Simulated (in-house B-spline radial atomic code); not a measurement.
A fraction x of an electron is removed from 4p in Ru4+, starting from [Kr] 4d4 and keeping the highest spin. All numbers are computed (scalar-relativistic (X2C) Hartree-Fock with fractional occupations, spin-polarised, spherical fractional occupations; Fermi nucleus of rms radius 4.4809 fm) with an all-electron radial atomic-structure program (B-spline basis), not measured.

Caution: exact exchange at fractional occupations of open shells leaves self-interaction of up to several eV.

```tsv
x	E(x) - E(0) (eV)	4p down level (eV)
0	0.0000	-103.726
0.04	4.1566	-104.103
0.14	14.6141	-105.049
0.34	35.8150	-106.965
0.38	40.1013	-107.352
0.5	?	?
0.62	?	?
0.75	80.4904	-110.983
0.77	82.7121	-111.182
0.91	98.3754	-112.581
1	108.5484	-113.487
```

Question: What belongs in the row x = 0.5?

Answer: An energy change of 53.0535 eV; 4p down at -108.519 eV.

Question: What belongs in the row x = 0.62?

Answer: An energy change of 66.1464 eV; 4p down at -109.697 eV.

Question: Check Janak's theorem between x = 0.04 and 0.14.

Answer: The slope of the energy is 104.57 eV; the orbital levels give 104.58 eV (-ε of the emptying orbital, averaged over the two points).
